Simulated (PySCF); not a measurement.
GeH4S.
InChI=1S/GeH4S/c1-2/h2H,1H3

The calculation used PBE0-D3(BJ)/def2-SVP geometry optimisation, gas phase (PySCF).

Take the most abundant isotopes and a rigid rotor. 

(1) What are A, B and C (GHz)?

(2) What kind of rotor is it?

(3) What does the inertial defect say?

(4) Give the other two planar moments, Paa and Pbb, and the rms extents of the mass along the axes.

(5) Predict some low-J microwave lines.

(6) Estimate the classical rotational partition function at 25 K and 298.15 K.

Answers

(1) Ia = 8.17, Ib = 121.21, Ic = 123.00 u·Å²; 505379 MHz·u·Å²/I gives 61869, 4169 and 4109 MHz, that is A = 61.869, B = 4.1694, C = 4.1089 GHz.

(2) A near-prolate asymmetric top: κ = (2 × 4169 − 61869 − 4109)/(61869 − 4109) = -1.00.

(3) Not planar: Δ = Ic − Ia − Ib = -6.38 u·Å². For a rigid frame Δ = −2 Σ m c², so Σ m c² = 3.19 u·Å² lies off the ab plane, practically all of it from hydrogen. The atom farthest from that plane is 1.26 Å away.

(4) Paa = Σ m a² = (Ib + Ic − Ia)/2 = 118.02 and Pbb = Σ m b² = (Ia + Ic − Ib)/2 = 4.98 u·Å². With the mass M = 109.92 u, the rms extents √(P/M) along a, b and c are 1.04, 0.21, 0.17 Å.

(5) The dipole components are |μa| = 1.03 D, |μb| = 0.93 D, |μc| = 0.00 D; the mirror of this Cs structure is the ab plane, so μc vanishes by symmetry and there are no c-type lines. Intensities carry the squares of the components, which stand as 1.00 : 0.82 (a : b). Some lines, for components of 0.1 D or more:

```csv
type,branch,"J(Ka,Kc)",MHz,lower level (cm⁻¹)
a,Q,"3(1,2) ← 3(1,3)",363,3.576
a,R,"2(0,2) ← 1(0,1)",16557,0.276
a,R,"3(2,2) ← 2(2,1)",24835,8.531
a,R,"3(2,1) ← 2(2,0)",24835,8.531
a,R,"3(1,2) ← 2(1,1)",24926,2.757
a,R,"4(1,4) ← 3(1,3)",32992,3.576
a,R,"4(3,2) ← 3(3,1)",33113,18.988
a,R,"4(3,1) ← 3(3,0)",33113,18.988
a,R,"4(1,3) ← 3(1,2)",33234,3.589
b,Q,"1(1,0) ← 1(0,1)",57760,0.276
b,Q,"3(1,2) ← 3(0,3)",57912,1.657
b,R,"1(1,1) ← 0(0,0)",65978,0.000
b,R,"3(1,3) ← 2(0,2)",82383,0.828
b,Q,"4(2,2) ← 4(1,3)",172888,4.697
b,Q,"3(2,1) ← 3(1,2)",173009,3.589
b,Q,"2(2,0) ← 2(1,1)",173099,2.757
b,Q,"2(2,1) ← 2(1,2)",173281,2.751
b,Q,"3(2,2) ← 3(1,3)",173372,3.576
b,R,"3(2,2) ← 2(1,1)",197934,2.757
b,R,"3(2,1) ← 2(1,2)",198116,2.751
b,R,"4(2,3) ← 3(1,2)",206122,3.589
b,Q,"4(3,1) ← 4(2,2)",288649,10.464
b,Q,"3(3,1) ← 3(2,2)",288650,9.359
b,R,"3(3,1) ← 2(2,0)",313485,8.531
b,R,"4(4,1) ← 3(3,0)",437223,18.988
```

(6) Point group Cs, symmetry number σ = 1; q = (√π/σ)·√((kT/h)³/(ABC)), k/h = 20836.6 MHz/K: 647 at 25 K, 26700 at 298.15 K.

No frequency check. No vibrational averaging or centrifugal distortion is included, and the geometry carries the error of its method. A rigid rotor knows nothing of internal rotation, which can split or shift real lines.
